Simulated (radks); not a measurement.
Ru36+, configuration [He] 2s2 2p4 (the NIST ground configuration). Calculated with a radial shooting solver on a logarithmic mesh with Libxc functionals: non-relativistic Kohn-Sham, PBE, spin-polarised, spherical densities, point nucleus; open shells are filled with parallel spins first (spin-orbit coupling, left out, can overturn this in heavy ions); relativity is left out, which matters for an element this heavy. Some entries of the table are withheld. Estimate them.

orbital  occ.  eigenvalue (hartree)  <1/r> (bohr^-1)  <r^2> (bohr^2)
1s up       1             -874.9244            43.53             (1)
1s down     1             -874.2960            43.55             (2)
2s up       1             -191.2332              (3)             (4)
2s down     1             -190.2128              (5)             (6)
2p up       3             -185.2443            10.20         0.01841
2p down     1             -183.9840            10.18         0.01853

Answer. 
(1) 1s up <r^2> (bohr^2): 0.001598
(2) 1s down <r^2> (bohr^2): 0.001596
(3) 2s up <1/r> (bohr^-1): 10.25
(4) 2s up <r^2> (bohr^2): 0.02468
(5) 2s down <1/r> (bohr^-1): 10.21
(6) 2s down <r^2> (bohr^2): 0.02480
